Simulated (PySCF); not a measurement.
C5H11B.
Numbering: `[BH2:1][CH2:2][C@H:3]([CH3:4])[CH:5]=[CH2:6]` (hydrogens: H7, H8 on B1; H9, H10 on C2; H11 on C3; H12, H13, H14 on C4; H15 on C5; H16, H17 on C6)

Computed with PySCF, PBE0-D3(BJ)/def2-SVP geometry optimisation, gas phase.

**Question.** List the bond lengths, angles and torsions at this level.

**Answer.** 
| bond | length (pm) |
| --- | --- |
| B1–C2 | 155.4 |
| C2–C3 | 153.3 |
| C3–C4 | 152.9 |
| C3–C5 | 150.1 |
| C5=C6 | 133.3 |
| B1–H7, B1–H8 | 121.2 |
| C2–H9 | 111.5 |
| C2–H10 | 110.6 |
| C3–H11 | 110.4 |
| C4–H12, C4–H13, C4–H14 | 110.2 |
| C5–H15 | 109.9 |
| C6–H16 | 109.3 |
| C6–H17 | 109.5 |

Bonds in one row agree within 1 pm and their mean is given. A selection of angles:
| angle | degrees |
| --- | --- |
| C2–B1–H7 | 121.7 |
| C2–B1–H8 | 120.0 |
| H7–B1–H8 | 118.3 |
| B1–C2–C3 | 118.5 |
| B1–C2–H9 | 101.4 |
| B1–C2–H10 | 111.2 |
| C3–C2–H9 | 110.1 |
| C3–C2–H10 | 111.2 |
| H9–C2–H10 | 102.9 |
| C2–C3–C4 | 110.6 |
| C2–C3–C5 | 111.3 |
| C2–C3–H11 | 108.1 |
| C4–C3–C5 | 110.7 |
| C4–C3–H11 | 108.2 |
| C5–C3–H11 | 108.0 |
| C3–C4–H12 | 111.4 |
| H12–C4–H13 | 108.1 |
| C3–C5–C6 | 125.6 |
| C3–C5–H15 | 115.4 |
| C6–C5–H15 | 119.0 |
| C5–C6–H16 | 121.7 |
| C5–C6–H17 | 121.3 |
| H16–C6–H17 | 117.0 |

Torsions: B1–C2–C3–C4 -68° (synclinal); C2–C3–C5–C6 -119° (anticlinal).

Of the pairs four or more bonds apart, H11···H17 is among the closest relative to their van der Waals radii: 2.42 Å, 101 % of the sum of Bondi's values. The 4 C–C bonds span 1.333 Å (C5=C6, drawn double) to 1.533 Å (C2–C3, drawn single), a spread of 0.200 Å. B1 (three-coordinate boron) is planar (angles 121.7°, 120.0° and 118.3°, sum 359.9°, 0.03 Å off the plane of its three neighbours).

Point group: C1 (no symmetry element, even within 0.4 Å). No PBE0-D3(BJ)/def2-SVP frequencies stand behind this structure, so it isn't proved a minimum. One conformer, not necessarily the lowest (H–B1–C2–C3 -14° and 169°, B1–C2–C3–C4 -68°, C2–C3–C5–C6 -119°).

The run took about 1.7 min of CPU time (one thread, shared machine). This is the geometry optimisation.
